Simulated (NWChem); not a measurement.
Everything below was run with NWChem. System: cyclohexanone (C₆H₁₀O), charge 0, spin multiplicity 1, at a geometry optimised with PBE0/def2-SVP. Level: G0W0@HF/def2-SVP, RI basis def2-svp-rifit.

Part of the output:

```
             Northwest Computational Chemistry Package (NWChem) 7.3.0
             --------------------------------------------------------

                                NWChem Input Module
                                -------------------

 Scaling coordinates for geometry "geometry" by  1.889725989
 (inverse scale =  0.529177249)

 Turning off AUTOSYM since
 SYMMETRY directive was detected!

                             Geometry "geometry" -> ""
                             -------------------------

 Output coordinates in angstroms (scale by  1.889725989 to convert to a.u.)

  No.       Tag          Charge          X              Y              Z
 ---- ---------------- ---------- -------------- -------------- --------------
    1 O                    8.0000    -0.00482800     2.32547200     0.00000000
    2 C                    6.0000    -0.22091700     1.13758000     0.00000000
    3 C                    6.0000    -0.37813900     0.33895800    -1.27914100
    4 C                    6.0000     0.41918000    -0.96764300    -1.25720400
    5 C                    6.0000     0.13236700    -1.78139200     0.00000000
    6 C                    6.0000     0.41918000    -0.96764300     1.25720400
    7 C                    6.0000    -0.37813900     0.33895800     1.27914100
    8 H                    1.0000    -1.45487600     0.10493400    -1.37764900
    9 H                    1.0000    -0.10433400     0.98701100    -2.12386000
   10 H                    1.0000     0.19770000    -1.55517700    -2.16235900
   11 H                    1.0000     1.49748100    -0.73273300    -1.29832900
   12 H                    1.0000     0.73212500    -2.70572200     0.00000000
   13 H                    1.0000    -0.92663200    -2.09902200     0.00000000
   14 H                    1.0000     0.19770000    -1.55517700     2.16235900
   15 H                    1.0000     1.49748100    -0.73273300     1.29832900
   16 H                    1.0000    -0.10433400     0.98701100     2.12386000
   17 H                    1.0000    -1.45487600     0.10493400     1.37764900

 Effective nuclear repulsion energy (a.u.)     309.7783239510

            Nuclear Dipole moment (a.u.)
            ----------------------------
        X                 Y               Z
 ---------------- ---------------- ----------------
     0.0000056692     0.0000188973    -0.0000000000

      Symmetry information
      --------------------

 Group name             Cs
[...]
    31      1.418353   3 C  s                87      1.418353   7 C  s
   100     -0.918303   8 H  s               145     -0.918303  17 H  s
   125     -0.741970  13 H  s               115      0.718541  11 H  s
   135      0.718541  15 H  s                45     -0.635972   4 C  s
    73     -0.635972   6 C  s               105     -0.440365   9 H  s

 center of mass
 --------------
 x =  -0.00147979 y =   0.13735658 z =  -0.00000000

 moments of inertia (a.u.)
 ------------------
        1026.760636904060          79.324549131399           0.000000000000
          79.324549131399         434.528044058992           0.000000000000
           0.000000000000           0.000000000000         726.060215167630

     Multipole analysis of the density
     ---------------------------------

     L   x y z        total         alpha         beta         nuclear
     -   - - -        -----         -----         ----         -------
     0   0 0 0     -0.000000    -27.000000    -27.000000     54.000000

     1   1 0 0     -0.186352     -0.093179     -0.093179      0.000006
     1   0 1 0     -1.364940     -0.682480     -0.682480      0.000019
     1   0 0 1      0.000000      0.000000      0.000000     -0.000000

     2   2 0 0    -31.564470    -41.557057    -41.557057     51.549645
     2   1 1 0     -0.370700     22.624049     22.624049    -45.618798
     2   1 0 1     -0.000000     -0.000000     -0.000000     -0.000000
     2   0 2 0    -40.068663   -202.676622   -202.676622    365.284581
     2   0 1 1     -0.000000     -0.000000     -0.000000     -0.000000
     2   0 0 2    -31.348031   -130.200670   -130.200670    229.053309

 Task  times  cpu:        9.8s     wall:        9.8s

                                NWChem Input Module
                                -------------------

                                 NWChem GW Module
                                 ----------------

                             ***********************
                             ***        GW       ***
                             ***********************

 Summary of "ri basis" -> "ri basis" (spherical)
 ------------------------------------------------------------------------------
       Tag                 Description            Shells   Functions and Types
 ---------------- ------------------------------  ------  ---------------------
 O                       def2-svp-rifit             16       48   6s5p4d1f
 C                       def2-svp-rifit             16       48   6s5p4d1f
 H                       def2-svp-rifit              6       14   3s2p1d

                 Memory Information
                 ------------------
          Available GA per process is          1699.8 MBs
          Available stack per process is        700.0 MBs
          Available heap per process is         199.9 MBs

          Peak memory in Initialization
              Peak GA per process is                 17.4 MBs
              Peak stack per process is               0.2 MBs
              Peak heap per process is               17.9 MBs
              Memory not in MA per process            0.0 MBs

          Peak memory in AFF Calculation
              Peak GA per process is                108.7 MBs
              Peak stack per process is              81.4 MBs
              Peak heap per process is                0.0 MBs
              Memory not in MA per process           81.4 MBs

          Computing 2-center integrals
          Computing Inverse Cholesky factor
          Computing 3-center integrals
          Computing V_xc ...
          Computing Sigma_x
          Computing RPA polarizability
          Solving quasiparticle equations

                  Alpha Orbitals
          State     Energy (eV)     Error (eV)
          -----------------------------------
@GW        24        -12.216           0.002
@GW        25        -12.337           0.004
@GW        26        -12.046           0.004
@GW        27         -9.627           0.002
@GW        28          2.722           0.002
@GW        29          4.073           0.002

   Applying   1.1833 eV scissor-shift to rest of particle states

   Applying  -1.0062 eV scissor-shift to rest of hole states

     GW Timing Statistics
   ------------------------
   Init.   :          0.0s
     ERIs  :          1.5s
     Distr.:          0.0s
     Vxc   :          1.1s
   Sigma_x :          0.0s
   RPA     :          5.3s
   Wmn     :          0.1s
   Sigma_c :          0.0s
   GW total:          8.1s

 Task  times  cpu:        8.1s     wall:        8.1s

 Total times  cpu:       17.9s     wall:       17.9s
```

Question: Write an NWChem input that would produce this output.

Answer: This is not unique; one that fits is 
```
start mol
memory heap 200 mb stack 700 mb global 1700 mb
geometry units angstroms nocenter noautoz
  O     -0.004828     2.325472     0.000000
  C     -0.220917     1.137580     0.000000
  C     -0.378139     0.338958    -1.279141
  C      0.419180    -0.967643    -1.257204
  C      0.132367    -1.781392     0.000000
  C      0.419180    -0.967643     1.257204
  C     -0.378139     0.338958     1.279141
  H     -1.454876     0.104934    -1.377649
  H     -0.104334     0.987011    -2.123860
  H      0.197700    -1.555177    -2.162359
  H      1.497481    -0.732733    -1.298329
  H      0.732125    -2.705722     0.000000
  H     -0.926632    -2.099022     0.000000
  H      0.197700    -1.555177     2.162359
  H      1.497481    -0.732733     1.298329
  H     -0.104334     0.987011     2.123860
  H     -1.454876     0.104934     1.377649
  symmetry group Cs
end
basis spherical
  * library def2-svp
end
basis "ri basis" bse spherical
  * library def2-svp-rifit
end
dft
  xc hfexch
  iterations 100
  direct
  tolerances tight
end
task dft energy
gw
  states alpha occ 4 vir 2
end
task dft gw
```
